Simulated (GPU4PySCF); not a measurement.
3-hexylthiophene (C10H16S), SMILES CCCCCCc1ccsc1.

Coordinates come from a PBE0-D3(BJ)/def2-TZVP optimisation. One conformer was computed; it need not be the lowest.

Computed with GPU4PySCF with TDA-CAM-B3LYP/def2-SVPD.

Vertical excitations. 

```
state  energy (eV)  λ (nm)      f                                                                main pairs
-----  -----------  ------  -----  ------------------------------------------------------------------------
S1            5.96     208  0.114                                          HOMO→LUMO 52 %, HOMO−1→LUMO 29 %
S2            6.24     199  0.067                        HOMO−1→LUMO 34 %, HOMO→LUMO 27 %, HOMO→LUMO+1 15 %
S3            6.25     198  0.038       HOMO→LUMO+1 36 %, HOMO−1→LUMO 16 %, HOMO→LUMO+2 10 %, HOMO→LUMO 8 %
S4            6.44     192  0.003                  HOMO−1→LUMO+1 42 %, HOMO−1→LUMO+2 19 %, HOMO→LUMO+1 11 %
S5            6.65     186  0.008      HOMO→LUMO+2 53 %, HOMO→LUMO+3 15 %, HOMO→LUMO+1 9 %, HOMO→LUMO+5 8 %
S6            6.90     180  0.004                HOMO−1→LUMO+2 49 %, HOMO−1→LUMO+3 25 %, HOMO−1→LUMO+1 12 %
S7            7.13     174  0.020                       HOMO→LUMO+5 45 %, HOMO→LUMO+3 27 %, HOMO→LUMO+4 7 %
S8            7.31     170  0.010                      HOMO→LUMO+4 51 %, HOMO→LUMO+7 16 %, HOMO→LUMO+12 8 %
S9            7.40     168  0.026                HOMO−1→LUMO+5 34 %, HOMO−1→LUMO+4 27 %, HOMO−1→LUMO+3 16 %
S10           7.44     167  0.051                                                          HOMO→LUMO+6 65 %
S11           7.53     165  0.046     HOMO→LUMO+8 48 %, HOMO→LUMO+7 9 %, HOMO→LUMO+10 9 %, HOMO→LUMO+11 8 %
S12           7.61     163  0.092                HOMO−1→LUMO+6 58 %, HOMO−1→LUMO+10 10 %, HOMO−1→LUMO+8 9 %
T1            3.86     321      0                                          HOMO→LUMO 79 %, HOMO−1→LUMO 14 %
T2            4.54     273      0                                          HOMO−1→LUMO 79 %, HOMO→LUMO 14 %
T3            5.87     211      0  HOMO→LUMO+9 21 %, HOMO→LUMO+11 18 %, HOMO→LUMO+6 12 %, HOMO→LUMO+10 10 %
T4            5.98     207      0                    HOMO→LUMO+1 33 %, HOMO→LUMO+2 15 %, HOMO−1→LUMO+1 11 %
```
Triplets are in the Tamm–Dancoff approximation.
